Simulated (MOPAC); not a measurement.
MOPAC input (PM6):

```
PM6 1SCF GEO-OK AUX(PRECISION=9) THREADS=1
Cu2

Cu   -0.00000000 1   -0.00000000 1   -1.14569503 1
Cu    0.00000000 1    0.00000000 1    1.14569503 1
```

From the output:

```
                                                       MOPAC v23.2.5 Linux

          FINAL HEAT OF FORMATION =         77.28093 KCAL/MOL =     323.34340 KJ/MOL

          COSMO AREA              =         56.55 SQUARE ANGSTROMS
          COSMO VOLUME            =         35.81 CUBIC ANGSTROMS

          IONIZATION POTENTIAL    =          9.155230 EV
          HOMO LUMO ENERGIES (EV) =         -9.155  3.302
          NO. OF FILLED LEVELS    =         11
          MOLECULAR WEIGHT        =        127.0920         POINT GROUP:  D*h

          MOLECULAR DIMENSIONS (Angstroms)

            Atom       Atom       Distance
           Cu     2   Cu     1     2.29139
           Cu     2   Cu     1     0.00000
           Cu     1   Cu     2     0.00000

          SCF CALCULATIONS        =          1

   ATOM   CHEMICAL          X               Y               Z
  NUMBER   SYMBOL      (ANGSTROMS)     (ANGSTROMS)     (ANGSTROMS)

     1      Cu         -0.00000000  *  -0.00000000  *  -1.14569503  *
     2      Cu          0.00000000  *   0.00000000  *   1.14569503  *

                             CARTESIAN COORDINATES

   1   Cu       -0.000000000    -0.000000000    -1.145695030
   2   Cu        0.000000000     0.000000000     1.145695030

           Empirical Formula: Cu2  =     2 atoms

      MOLECULAR POINT GROUP   :   D*h

                  EIGENVALUES
 -11.76642 -10.81562 -10.81562 -10.32791 -10.32791 -10.21584 -10.21584  -9.97767
  -9.97767  -9.59924  -9.15523   3.30181 127.31306 127.44644 127.44644 127.58263
 127.58263 127.68093

              NET ATOMIC CHARGES AND DIPOLE CONTRIBUTIONS

  ATOM NO.   TYPE          CHARGE      No. of ELECS.   s-Pop       p-Pop       d-Pop
    1         Cu          -0.000000       11.0000     1.01114     0.00014     9.98872
    2         Cu           0.000000       11.0000     1.01114     0.00014     9.98872
 DIPOLE           X         Y         Z       TOTAL
 POINT-CHG.     0.000     0.000     0.000     0.000
 HYBRID         0.000     0.000    -0.000     0.000
 SUM            0.000     0.000     0.000     0.000

          ATOMIC ORBITAL ELECTRON POPULATIONS

     Atom    s        px        py        pz      x^2-y^2     xz        z^2       yz        xy
    1 Cu   1.01114   0.00000   0.00000   0.00013   2.00000   2.00000   1.98873   2.00000   2.00000
    2 Cu   1.01114   0.00000   0.00000   0.00013   2.00000   2.00000   1.98873   2.00000   2.00000

 **********************
 *                    *
 * JOB ENDED NORMALLY *
 *                    *
 **********************

 == MOPAC DONE ==
```

The geometry given is a B3LYP-D3(BJ)/def2-TZVP minimum.
